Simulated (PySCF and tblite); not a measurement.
Molecule: C₄H₆F₂O, numbered as in [F:1][C:2]1([F:3])[CH2:4][CH2:5][O:6][CH2:7]1; H are named by their carrier, a and b as at the first point (Å):

```
F1      -1.858   -0.624   -0.763
C2      -1.002   -0.190    0.203
F3      -1.793    0.031    1.286
C4      -0.240    1.066   -0.224
C5       1.180    0.526   -0.435
O6       1.311   -0.540    0.484
C7       0.092   -1.237    0.484
H4a     -0.270    1.785    0.594
H4b     -0.674    1.506   -1.118
H5a      1.962    1.250   -0.212
H5b      1.301    0.157   -1.464
H7a      0.062   -1.994   -0.312
H7b     -0.039   -1.715    1.455
```

The ring 2–4–5–6–7 is held at Altona–Sundaralingam phase angles P (ν_j = ν_max cos(P + 144°(j − 2)), ν_j about the bond from ring atom j to j + 1, counted from 0) and the rest relaxed at GFN2-xTB. Energies: BHandHLYP/pcSseg-1 + D3(BJ). Couplings: B3LYP/6-31G* with H pcJ-1 F pcJ-1, gas phase, for ¹H, ¹⁹F. (tblite 0.8, PySCF 2.14.)

How do the most sensitive couplings change along the phase angle P?


```json
{"phase angle P °": "0", "³J(F3,H7a)": "15.1", "³J(F1,H7b)": "5.9", "³J(F3,H4b)": "1.0", "³J(F1,H4a)": "13.7", "³J(F3,H7b)": "14.0", "³J(H4b,H5a)": "0.4", "³J(F1,H7a)": "16.5"}
{"phase angle P °": "72", "³J(F3,H7a)": "24.6", "³J(F1,H7b)": "-0.3", "³J(F3,H4b)": "18.9", "³J(F1,H4a)": "-1.0", "³J(F3,H7b)": "16.8", "³J(H4b,H5a)": "8.3", "³J(F1,H7a)": "8.2"}
{"phase angle P °": "144", "³J(F3,H7a)": "20.8", "³J(F1,H7b)": "3.8", "³J(F3,H4b)": "21.1", "³J(F1,H4a)": "-2.0", "³J(F3,H7b)": "23.0", "³J(H4b,H5a)": "12.9", "³J(F1,H7a)": "11.1"}
{"phase angle P °": "216", "³J(F3,H7a)": "-0.4", "³J(F1,H7b)": "22.5", "³J(F3,H4b)": "2.2", "³J(F1,H4a)": "12.7", "³J(F3,H7b)": "7.9", "³J(H4b,H5a)": "7.3", "³J(F1,H7a)": "14.3"}
{"phase angle P °": "288", "³J(F3,H7a)": "1.2", "³J(F1,H7b)": "24.3", "³J(F3,H4b)": "-1.6", "³J(F1,H4a)": "20.3", "³J(F3,H7b)": "9.8", "³J(H4b,H5a)": "1.4", "³J(F1,H7a)": "20.2"}
```
Values in Hz. Computed couplings to fluorine can be off by tens of per cent at such levels.

Set ³J(H4b,H5a) against its H–C–C–H torsion.

92°: 0.4 Hz, 101°: 1.4 Hz, 132°: 7.3 Hz, 134°: 8.3 Hz, 161°: 12.9 Hz.

With the energies 0.00, 1.74, 0.29, 0.91, 1.59 kcal/mol at these points, what are the Boltzmann averages at 298 K?

³J(F3,H7a) 14.9, ³J(F1,H7b) 7.6, ³J(F3,H4b) 7.9, ³J(F1,H4a) 8.5, ³J(F3,H7b) 16.1, ³J(H4b,H5a) 5.3, ³J(F1,H7a) 14.5 Hz, over these points alone; points not sampled, such as mirror images that interchange a and b, would even out couplings that symmetry makes equal.
